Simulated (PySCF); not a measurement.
**Magnetic susceptibility: `C#CC(C#C)C(C)(C)C`, C₉H₁₂**

Geometry:
```json
{"atom": "C1", "x (Å)": "2.156", "y (Å)": "2.187", "z (Å)": "0.053"}
{"atom": "C2", "x (Å)": "1.615", "y (Å)": "1.139", "z (Å)": "-0.146"}
{"atom": "C3", "x (Å)": "0.970", "y (Å)": "-0.148", "z (Å)": "-0.365"}
{"atom": "C4", "x (Å)": "1.541", "y (Å)": "-1.107", "z (Å)": "0.568"}
{"atom": "C5", "x (Å)": "2.022", "y (Å)": "-1.878", "z (Å)": "1.347"}
{"atom": "C6", "x (Å)": "-0.574", "y (Å)": "-0.051", "z (Å)": "-0.222"}
{"atom": "C7", "x (Å)": "-0.931", "y (Å)": "0.410", "z (Å)": "1.191"}
{"atom": "C8", "x (Å)": "-1.105", "y (Å)": "0.953", "z (Å)": "-1.247"}
{"atom": "C9", "x (Å)": "-1.184", "y (Å)": "-1.428", "z (Å)": "-0.489"}
{"atom": "H10", "x (Å)": "2.626", "y (Å)": "3.110", "z (Å)": "0.217"}
{"atom": "H11", "x (Å)": "1.206", "y (Å)": "-0.480", "z (Å)": "-1.387"}
{"atom": "H12", "x (Å)": "2.440", "y (Å)": "-2.562", "z (Å)": "2.024"}
{"atom": "H13", "x (Å)": "-0.550", "y (Å)": "-0.295", "z (Å)": "1.927"}
{"atom": "H14", "x (Å)": "-0.494", "y (Å)": "1.386", "z (Å)": "1.393"}
{"atom": "H15", "x (Å)": "-2.011", "y (Å)": "0.483", "z (Å)": "1.304"}
{"atom": "H16", "x (Å)": "-0.676", "y (Å)": "1.938", "z (Å)": "-1.075"}
{"atom": "H17", "x (Å)": "-0.857", "y (Å)": "0.643", "z (Å)": "-2.261"}
{"atom": "H18", "x (Å)": "-2.188", "y (Å)": "1.031", "z (Å)": "-1.169"}
{"atom": "H19", "x (Å)": "-0.809", "y (Å)": "-2.157", "z (Å)": "0.227"}
{"atom": "H20", "x (Å)": "-0.939", "y (Å)": "-1.775", "z (Å)": "-1.491"}
{"atom": "H21", "x (Å)": "-2.267", "y (Å)": "-1.382", "z (Å)": "-0.400"}
```

Level of theory: PySCF 2.14.0, GIAO HF/pcSseg-1 magnetisability, rotational g tensor and spin-rotation constants, non-relativistic, gas phase. Geometry: GFN2-xTB.

Question: What are the magnetisability and the molar susceptibility?

Answer: Isotropic -1682 × 10⁻³⁰ J/T², or -101.3 × 10⁻⁶ cm³/mol; principal values -1739, -1690, -1616 × 10⁻³⁰ J/T², anisotropy 107 × 10⁻³⁰ J/T² (root of half the summed squared differences of the principal values). The susceptibility is in cgs units.

Question: Split it along the inertial axes a, b, c into diamagnetic and paramagnetic parts about the centre of mass, with the quadrupole moment.

Answer: 
| axis | χ (10⁻⁶ cm³/mol) | diamagnetic (10⁻⁶ cm³/mol) | paramagnetic (10⁻⁶ cm³/mol) | summed x² of all electrons (Å²) | quadrupole Θ (D Å) |
| --- | --- | --- | --- | --- | --- |
| a | -99.9 | -791.5 | 691.6 | 157.1 | -1.17 |
| b | -104.7 | -881.6 | 776.9 | 135.9 | +4.76 |
| c | -99.2 | -1243.1 | 1143.9 | 50.7 | -3.60 |

Anisotropies 2χaa − χbb − χcc = +4.1 and 2χbb − χaa − χcc = -10.3 × 10⁻⁶ cm³/mol. Θ is traceless in Buckingham's convention.

Question: And the rotational g tensor?

Answer: 
```
axis  rotational constant (GHz)        g  nuclear part  electronic part
   a                     1.8453  +0.0027        0.6022          -0.5995
   b                     1.6349  +0.0034        0.6000          -0.5967
   c                     1.0843  +0.0019        0.5847          -0.5827
```
Asymmetric top; isotopes 12C, 1H; no vibrational averaging.
